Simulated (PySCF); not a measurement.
A structure optimised at PBE-D3(BJ)/def2-SVP, used in a PySCF frequency run:

```xyz
10

B      0.7443     0.3949     0.6686
Cl     0.2352    -0.9399     1.6923
F      1.6261     1.2708     1.1362
O      0.3448     0.5546    -0.6335
C     -0.8276     0.0717    -1.2163
C     -0.6219    -0.1712    -2.6850
O     -1.8446    -0.0729    -0.5893
H     -1.5711    -0.4870    -3.1500
H      0.1522    -0.9521    -2.8287
H     -0.2402     0.7492    -3.1699
```

Q: Write its SMILES and formula.

A: CC(=O)OB(F)Cl, C2H3BClFO2

Q: What are its rotational constants (standard atomic weights)?

A: 3.4876, 1.4255, 1.1234 GHz
